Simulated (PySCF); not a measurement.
**A series of derivatives of FC(F)=C(F)C[SiH3]**

Parent skeleton `[F:1][C:2]([F:3])=[C:4]([F:5])[CH2:6][SiH3:7]`; one hydrogen on atom 7 is replaced by X. Hydrogens on one atom are averaged.

PySCF 2.14.0 with density-fitted response routines calculation with shieldings: GIAO PBE0/pcSseg-1 and GFN2-xTB geometry; rapidly exchanging positions averaged, in vacuum, a single conformation, no relativistic terms.

Chemical shifts δ = σref − σ; CFCl3 for ¹⁹F; ¹³C and ²⁹Si and ¹H vs TMS, all at this level.

Parent (X = H): F1 -126.5, C2 165.9, F3 -108.4, C4 138.1, F5 -184.5, C6 11.7, Si7 -70.8, H(C6) 1.93, H(Si7) 4.05 ppm. Effects are Δδ = δ(X) − δ(H), positive for deshielding.

Q: Order these by the shift of Si7, most shielded first.
A. X = allyl
B. X = OH
C. X = N(SiH3)2
D. X = cPr
E. X = F

A: A (+32.1 ppm), D (+38.8 ppm), C (+40.6 ppm), B (+52.9 ppm), E (+73.9 ppm).

Q: Order these by the shift of H(Si7), most shielded first.
A. X = allyl
B. X = N(SiH3)2
C. X = F
D. X = OH

A: A (+0.20 ppm), B (+0.81 ppm), D (+1.09 ppm), C (+1.22 ppm).

Unscaled 19F shifts against computed CFCl3 carry errors that often reach 10 to 50 ppm.
